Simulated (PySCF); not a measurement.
System: dihydroxy(dimethyl)silane, C2H8O2Si, charge 0, multiplicity 1. 
Geometry from a B3LYP-D3(BJ)/def2-TZVP (Ansatz) optimisation:
```xyz
13

Si    -0.0015     0.0277     0.0150
C      1.5324    -1.0240    -0.0388
C     -1.4402    -0.7155    -0.9012
O     -0.5557     0.2293     1.5631
O      0.4655     1.4750    -0.6420
H      1.3462    -2.0080     0.3960
H      2.3488    -0.5566     0.5164
H      1.8719    -1.1646    -1.0671
H     -1.1936    -0.8731    -1.9530
H     -2.3160    -0.0643    -0.8519
H     -1.7213    -1.6780    -0.4691
H      0.0530     0.5941     2.2103
H     -0.1991     2.1641    -0.7197
```

Dispersion corrections to the total energy (kcal/mol) from the dftd3 and dftd4 libraries through PySCF: D3(BJ) without and D4 with the three-body term, each with the damping fitted for the functional named.

| functional | D3(BJ) | D4 |
|---|---|---|
| PBE | -5.97 | ? |
| BLYP | -12.64 | -13.09 |
| B3LYP | -10.37 | -9.54 |
| HSE06 | -3.98 | -4.67 |
| revPBE | ? | -18.38 |
| CAM-B3LYP | -4.73 | ? |
| PBE0 | -5.21 | -5.03 |

### Question
What belongs in the gaps?

### Answer

- PBE, D4: -5.96
- revPBE, D3(BJ): -14.78
- CAM-B3LYP, D4: -5.07
